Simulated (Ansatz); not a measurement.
Computed with Ansatz on PBE0-D4/def2-TZVP structures; ΔE is electronic, products minus reactants. CBS: MP2 limit from def2 TZ/QZ plus the TZ coupled-cluster correction, frozen cores. Functionals use def2-TZVPP. B3LYP here is the variant with VWN-RPA as its local correlation; programs differ in this. def2 core potentials past Kr. For Ge, I outer-core shells are correlated without core-valence functions, which leaves a few kJ/mol of doubt a bond. Scalar relativity is left out up to krypton. One conformer a species, not always the lowest.

`[SiH3]I` + `[OH][GeH]([F])[SH]` → `[OH][GeH]([F])[S][SiH3]` + HI  (ligand exchange at the Si–I bond)

```csv
level,ΔE (kJ/mol),difference from CCSD(T)/CBS
PBE-D4,20.3,-2.2
PBE0-D4,21.5,-1.0
B3LYP-D4,19.5,-3.0
ωB97X-V,20.6,-1.9
B2PLYP,24.3,1.8
r2SCAN,22.3,-0.2
PBE0,25.7,3.2
B3LYP,27.0,4.5
MP2/def2-TZVPP,21.4,-1.1
SCS-MP2/def2-TZVPP,21.8,-0.7
CCSD/def2-TZVPP,20.1,-2.4
HF/def2-QZVPP,32.0,9.5
MP2/def2-QZVPP,24.1,1.6
SCS-MP2/def2-QZVPP,24.4,1.9
HF/CBS(def2),32.1,9.6
MP2/CBS(def2),25.6,3.1
CCSD(T)/CBS,22.5,0
```

Largest T1 diagnostic among the species: 0.012.

In def2-TZVPP, CCSD(T) changes the Hartree–Fock value by −12.9 kJ/mol (the triples alone add −1.8 kJ/mol) and MP2 by −9.8 kJ/mol. The D4 term adds −7.4 kJ/mol with B3LYP and −4.2 kJ/mol with PBE0; it sums over pairs of atoms, weighted by their polarisabilities, and B3LYP, whose exchange is more repulsive, gets the larger term.
